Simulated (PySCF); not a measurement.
## Dy(III) with different ligands

Computed with PySCF 2.14.0, B3LYP, def2-SVP on the ligands, density fitting, scalar-relativistic core potentials, no spin-orbit coupling, vacuum. The metal has lcecp-1-SVP with ECP55. Each complex is relaxed within the symmetry of a template of the same shape. Distances are means of the shortest metal–ligand contacts, charges and spins Mulliken's; removal energies are rigid, with the ligand's formal charge and no counterpoise, so too large; for an anion taken off a cation in vacuum most of it is the attraction of opposite charges, and multiply charged cations can part far more cheaply with an electron moved from ligand to metal. lcecp potentials hold a fixed number of 4f electrons in the core, out of states, spins and gaps.

```json
{"complex": "[Dy(PH3)]3+", "point group": "C3v", "M–first ligand (Å)": "2.931", "charge on M (e)": "2.25", "removal of one first-named ligand (eV)": "5.80", "strongest infrared band, degenerate modes summed (cm⁻¹)": "2405", "unstable modes (below −25 cm⁻¹)": "0"}
{"complex": "[Dy(NH3)]3+", "point group": "C3v", "M–first ligand (Å)": "2.328", "charge on M (e)": "2.45", "removal of one first-named ligand (eV)": "5.83", "strongest infrared band, degenerate modes summed (cm⁻¹)": "–", "unstable modes (below −25 cm⁻¹)": "0"}
```

(1) What does the calculation give for [Dy(H2S)]3+?

One start shape was tried for each, so a minimum needn't be the lowest isomer.

Answers

(1) point group: Cs, M–first ligand (Å): 2.761, charge on M (e): 2.32, removal of one first-named ligand (eV): 4.84, strongest infrared band, degenerate modes summed (cm⁻¹): 2453, unstable modes (below −25 cm⁻¹): 0.
```xyz
4

Dy    0.0000    0.0168   -0.3995
S     0.0000   -0.0185    2.3613
H     1.0503    0.7356    2.8512
H    -1.0503    0.7356    2.8512
```
